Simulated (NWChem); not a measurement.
Species: SiH₂S, singlet; SMILES [SiH]S

```xyz
4

Si     0.0959     1.1547     0.0000
H     -1.4327     1.2525     0.0000
S     -0.0589    -0.9693     0.0000
H      1.2664    -1.2459     0.0000
```
Atoms are numbered in this order, from 1.

All runs: NWChem. Geometry optimised at PBE0/def2-SVP; all other runs use it. Low-valent species are run as closed-shell singlets; no triplet was tried in these runs.

```
quantity                                                    level       value
--------------------------------------------  -------------------  ----------
vertical, lowest excitation, singlet (eV)     PBE0/def2-SVPD, TDA  (withheld)
solvation free energy (kcal/mol) in n-hexane   PBE0/def2-SVP, SMD  (withheld)
−ε(HOMO) (eV)                                       PBE0/def2-SVP        6.84
isotropic polarisability (bohr³), static           PBE0/def2-SVPD  (withheld)
dipole (D)                                          PBE0/def2-SVP        0.74
highest harmonic frequency (cm⁻¹)                   PBE0/def2-SVP        2691
```

Question: Some entries are withheld; supply them.

Answer: 
- vertical, lowest excitation, singlet (eV), value: 3.24
- solvation free energy (kcal/mol) in n-hexane, value: -2.7
- isotropic polarisability (bohr³), static, value: 55.4
